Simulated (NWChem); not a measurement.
System: CuCl; SMILES [Cl][Cu]

The following NWChem deck was run.

```
start job
memory heap 200 mb stack 900 mb global 1100 mb
geometry units angstroms
  Cu     0.000000     0.000000    -0.769560
  Cl     0.000000     0.000000     1.304487
end
basis spherical
  Cu library sto-3g
  Cl library sto-3g
end
dft
  xc hfexch
  iterations 150
end
driver
  maxiter 120
end
task dft optimize
task dft freq
```

Excerpt of the output:

```
             Northwest Computational Chemistry Package (NWChem) 7.3.0
             --------------------------------------------------------

 ORDER OF PRIMARY AXIS IS BEING SET TO 4
 C4V symmetry detected

                             Geometry "geometry" -> ""
                             -------------------------

 Output coordinates in angstroms (scale by  1.889725989 to convert to a.u.)

  No.       Tag          Charge          X              Y              Z
 ---- ---------------- ---------- -------------- -------------- --------------
    1 Cu                  29.0000     0.00000000     0.00000000    -0.76649563
    2 Cl                  17.0000     0.00000000     0.00000000     1.30755137

 Effective nuclear repulsion energy (a.u.)     125.7851841144

      Symmetry information
      --------------------

 Group name             C4v
 Group number             18
 Group order               8
 No. of unique centers     2

                                Z-matrix (autoz)
                                --------

 Units are Angstrom for bonds and degrees for angles

      Type          Name      I     J     K     L     M      Value
      ----------- --------  ----- ----- ----- ----- ----- ----------
    1 Stretch                  1     2                       2.07405

  xc_inp: hfexch multiplicative factor not found.

                           NWChem Geometry Optimization
                           ----------------------------

 maximum gradient threshold         (gmax) =   0.000450
 rms gradient threshold             (grms) =   0.000300
 maximum cartesian step threshold   (xmax) =   0.001800
 rms cartesian step threshold       (xrms) =   0.001200
 fixed trust radius                (trust) =   0.300000
 source of zmatrix                         =   autoz

          -------------------
          Energy Minimization
          -------------------

 Using diagonal initial Hessian
 Scaling for Hessian diagonals: bonds = 1.00  angles = 0.25  torsions = 0.10

          --------
          Step   0

                                 NWChem DFT Module
                                 -----------------

 Summary of "ao basis" -> "ao basis" (spherical)
 ------------------------------------------------------------------------------
       Tag                 Description            Shells   Functions and Types
 ---------------- ------------------------------  ------  ---------------------
 Cu                          sto-3g                  8       18   4s3p1d
 Cl                          sto-3g                  5        9   3s2p

      Symmetry analysis of basis
      --------------------------

        a1         13
        a2          0
        b1          1
        b2          1
        e          12

            General Information
            -------------------
          SCF calculation type: DFT
          Wavefunction type:  closed shell.
          No. of atoms     :     2
          No. of electrons :    46
           Alpha electrons :    23
            Beta electrons :    23
          Charge           :     0
          Spin multiplicity:     1
          Use of symmetry is: on ; symmetry adaption is: on
          Maximum number of iterations: 150
          AO basis - number of functions:    27
                     number of shells:    13
          Convergence on energy requested:  1.00D-06
          Convergence on density requested:  1.00D-05
          Convergence on gradient requested:  5.00D-04

              XC Information
              --------------
                     Hartree-Fock (Exact) Exchange  1.000

      Superposition of Atomic Density Guess
      -------------------------------------

 Sum of atomic energies:       -2074.41057303

      Non-variational initial energy
      ------------------------------

 Total energy =   -2074.010655
 1-e energy   =   -3161.190464
 2-e energy   =     961.394625
 HOMO         =       0.456334
 LUMO         =       0.456334

 !!!!!!!!!!!!!!!!!!!!!!!!!!!!!!!!!!!!!!!!!!!!!!!!!!!!!!!!!!!!!!!!!!!!!!
 Warning - the HOMO and LUMO are degenerate and you are using symmetry.
 This can lead to non-variational energies and poor convergence.
 Modify the initial guess, or use an open-shell wavefunction, or turn
 off symmetry.
 !!!!!!!!!!!!!!!!!!!!!!!!!!!!!!!!!!!!!!!!!!!!!!!!!!!!!!!!!!!!!!!!!!!!!!

      Symmetry analysis of molecular orbitals - initial
      -------------------------------------------------

 !! scf_movecs_sym_adapt:    2 vectors were symmetry contaminated

  Symmetry fudging

 !! scf_movecs_sym_adapt:    2 vectors were symmetry contaminated

  Numbering of irreducible representations:

     1 a1          2 a2          3 b1          4 b2          5 e

  Orbital symmetries:

     1 a1          2 a1          3 a1          4 a1          5 e
     6 e           7 a1          8 a1          9 e          10 e
    11 a1         12 a1         13 e          14 e          15 a1
    16 a1         17 e          18 e          19 a1         20 e
    21 e          22 a1         23 b1         24 b2         25 e
    26 e          27 a1

[...]

      ----------------------
      Optimization converged
      ----------------------

  Step       Energy      Delta E   Gmax     Grms     Xrms     Xmax
  ---- ---------------- -------- -------- -------- -------- --------
@    3   -2074.95967125 -5.5D-10  0.00000  0.00000  0.00001  0.00002
                                     ok       ok       ok       ok

                                Z-matrix (autoz)
                                --------

 Units are Angstrom for bonds and degrees for angles

      Type          Name      I     J     K     L     M      Value     Gradient
      ----------- --------  ----- ----- ----- ----- ----- ---------- ----------
    1 Stretch                  1     2                       2.02790    0.00000

                         Geometry "geometry" -> "geometry"
                         ---------------------------------

 Output coordinates in angstroms (scale by  1.889725989 to convert to a.u.)

  No.       Tag          Charge          X              Y              Z
 ---- ---------------- ---------- -------------- -------------- --------------
    1 Cu                  29.0000     0.00000000     0.00000000    -0.74342068
    2 Cl                  17.0000     0.00000000     0.00000000     1.28447642

 Effective nuclear repulsion energy (a.u.)     128.6477427227

      Symmetry information
      --------------------

 Group name             C4v
 Group number             18
 Group order               8
 No. of unique centers     2

                Final and change from initial internal coordinates
                --------------------------------------------------

                                Z-matrix (autoz)
                                --------

 Units are Angstrom for bonds and degrees for angles

      Type          Name      I     J     K     L     M      Value       Change
      ----------- --------  ----- ----- ----- ----- ----- ---------- ----------
    1 Stretch                  1     2                       2.02790   -0.04615

 ==============================================================================
                                internuclear distances
 ------------------------------------------------------------------------------
       center one      |      center two      | atomic units |  angstroms
 ------------------------------------------------------------------------------
    2 Cl               |   1 Cu               |     3.83217  |     2.02790
 ------------------------------------------------------------------------------
                         number of included internuclear distances:          1
 ==============================================================================

[second-derivative integrals and response iterations left out]

  Vibrational analysis via the FX method

  See chapter 2 in "Molecular Vibrations" by Wilson, Decius and Cross

  Vib: Default input used

[...]

 Rotational Constants
 --------------------
 A=   0.000000 cm-1  (  0.000000 K)
 B=   0.182367 cm-1  (  0.262380 K)
 C=   0.182367 cm-1  (  0.262380 K)

 Temperature                      =   298.15K
 frequency scaling parameter      =   1.0000

 Linear Molecule

 Zero-Point correction to Energy  =    0.629 kcal/mol  (  0.001003 au)
 Thermal correction to Energy     =    2.281 kcal/mol  (  0.003634 au)
 Thermal correction to Enthalpy   =    2.873 kcal/mol  (  0.004578 au)

 Total Entropy                    =   56.423 cal/mol-K
   - Translational                =   39.637 cal/mol-K (mol. weight =  97.8987)
   - Rotational                   =   15.961 cal/mol-K (symmetry #  =        1)
   - Vibrational                  =    0.825 cal/mol-K

 Cv (constant volume heat capacity) =    6.347 cal/mol-K
   - Translational                  =    2.979 cal/mol-K
   - Rotational                     =    1.986 cal/mol-K
   - Vibrational                    =    1.381 cal/mol-K

[normal modes left out]

 ----------------------------------------------------------------------------
 Normal Eigenvalue ||           Projected Infra Red Intensities
  Mode   [cm**-1]  || [atomic units] [(debye/angs)**2] [(KM/mol)] [arbitrary]
 ------ ---------- || -------------- ----------------- ---------- -----------
    1        0.000 ||    0.000015           0.000         0.015       0.019
    2        0.000 ||    0.000015           0.000         0.015       0.019
    3        0.000 ||    0.000027           0.001         0.026       0.034
    4        0.000 ||    0.000027           0.001         0.026       0.034
    5        0.000 ||    0.000000           0.000         0.000       0.000
    6      440.490 ||    0.048216           1.112        47.003      59.895
 ----------------------------------------------------------------------------
```

Level: Hartree-Fock/STO-3G.
